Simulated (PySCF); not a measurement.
# Dipole moment and polarisability of `C=N[SiH2][Si@@H](C#N)OC`

C₃H₈N₂OSi₂.
Geometry (GFN2-xTB, Å), atoms numbered from 1 in this order:
```xyz
16
C3H8N2OSi2 angstrom
C      3.535   -0.055    0.110
N      2.492   -0.646    0.457
Si     1.059   -1.185   -0.314
Si    -0.502    0.090    0.780
C     -0.292    1.937    0.478
N     -0.146    3.051    0.247
O     -1.861   -0.428    0.060
C     -3.174    0.023    0.213
H      4.283    0.194    0.858
H      3.768    0.242   -0.915
H      1.000   -1.121   -1.787
H      1.049   -2.598    0.076
H     -0.650    0.089    2.247
H     -3.484   -0.032    1.259
H     -3.262    1.059   -0.124
H     -3.822   -0.612   -0.390
```

Level: B3LYP/def2-SVPD (PySCF), static field, nuclei fixed, core orbitals frozen in the response. The polarisability tensor in these axes (au):

```
x   123.18   3.38  -3.15
y     3.38 105.28   2.10
z    -3.15   2.10  87.11
```

Diagonalise the tensor; give its mean and Δα, where Δα² is half the sum of the squared differences of the eigenvalues.

Principal values 86.53, 105.04 and 124.00 au; mean 105.19 au = 15.59 Å³ = 17.34 × 10⁻⁴⁰ C²·m²/J; Δα = 32.45 au (31 % of the mean).

What is the dipole moment, and where does it point?

(-0.14, -2.56, -0.22) D, 2.57 D in size, pointing from the negative to the positive side. Measured along this direction, the outermost atoms are N6 at the negative end and H12 at the positive end.

Sum over states: ᾱ = Σ f/ω², ω in Eh. What share falls to these 8 lowest TDDFT singlets (eV, f)? 4.00, 0.0005; 4.76, 0.0023; 5.61, 0.0086; 5.81, 0.0230; 6.14, 0.0035; 6.18, 0.0153; 6.31, 0.1442; 6.59, 0.0083.

They add up to 3.99 au, 3.8 % of the 105.19 au; the largest single term is 2.68 au, from the state at 6.31 eV. Terms in order: 0.02, 0.08, 0.20, 0.50, 0.07, 0.30, 2.68, 0.14 au. Higher excitations give the rest. The strengths listed sum to 0.206.

Along which axes do the principal values lie, and how far do the nuclei extend along each?

Largest value along (0.98, 0.17, -0.07), where the nuclei span 8.01 Å; middle along (-0.16, 0.98, 0.14), 5.73 Å; least along (0.10, -0.13, 0.99), 3.67 Å. The response follows the extents in order.

Orientational against electronic polarisability at 298 K (dilute gas, rigid molecules)?

In Gaussian units μ²/3kT = 53.53 Å³ against 15.59 Å³, a ratio of 3.43; the Debye molar polarisation (4π/3)N_A(α + μ²/3kT) is 174.4 cm³/mol, leaving out the vibrational part.

Rayleigh depolarisation ratio (linearly polarised light, static tensor)?

ρ = 3Δα²/(45ᾱ² + 4Δα²) = 3159.0/(497885 + 4212.0) = 0.00629.

The structure is a single GFN2-xTB conformer in the gas phase; no vibrational or solvent corrections.
